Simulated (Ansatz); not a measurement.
Ansatz results at the PBE0-D4/def2-TZVP geometry: LUMO energy (ωB97M-V/def2-TZVPP) 0.99 eV; size of the dipole moment (ωB97M-V/def2-TZVPP) 1.49 D; LUMO energy (B3LYP/def2-TZVPP) -1.46 eV.

Each molecule was computed in one conformer, which needn't be the lowest.

(1) Which molecule gave them?
A. `N=[C]([SiH3])[GeH3]`
B. `FB1BO[SiH2]1`
C. `[SiH3][GeH]1[CH2][NH]1`
D. `C/C(Cl)=N\[SiH3]`

Results:

(1) A. The others give `FB1BO[SiH2]1`: -0.63, 0.96, -2.92; `[SiH3][GeH]1[CH2][NH]1`: 1.28, 1.75, -0.71; `C/C(Cl)=N\[SiH3]`: 1.29, 2.47, -1.11.

B3LYP here is the variant with VWN-RPA as its local correlation; programs differ in this.
